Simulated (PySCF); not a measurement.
BTe: from constants to spectrum

ROHF-CCSD(T) constants of BTe, ²Σ⁺ (doublet), unpaired electrons σ ↑ (basis B aug-cc-pVDZ, Te aug-cc-pVDZ-PP with ECP28; scalar-relativistic core potentials; PySCF 2.14; masses 11.0093 and 129.9062 u):

```
ωe           : 798.3 cm⁻¹
ωexe         : 4.14 cm⁻¹
Be           : 0.42146 cm⁻¹
αe           : 0.00278 cm⁻¹
De to B + Te : 3.54 eV
```

What force constant and bond length do these constants imply?

Reduced mass μred = 10.149 u; k = 5.8918×10⁻⁷·μred·ωe² (u, cm⁻¹, mdyn/Å) = 3.81 mdyn/Å; Re = √(16.8576/(μred·Be)) (u, cm⁻¹, Å) = 1.985 Å.

Estimate the centrifugal constant D from the Kratzer relation and find the Dunham coefficient a1.

D = 4Be³/ωe² = 4.7e-07 cm⁻¹; a1 = −1 − αeωe/(6Be²) = -3.08.

Correlated steps freeze 5 core orbitals. Correlated levels converge slowly with the basis: in double zeta they bind strong bonds too weakly, by up to about 1 eV, and carry superposition errors of some tenths. These are scalar-relativistic numbers at best; spin–orbit coupling would shift them, the dissociation energy most. The state is the lowest determinant that a PBE0 search found; another state may lie lower at other levels.
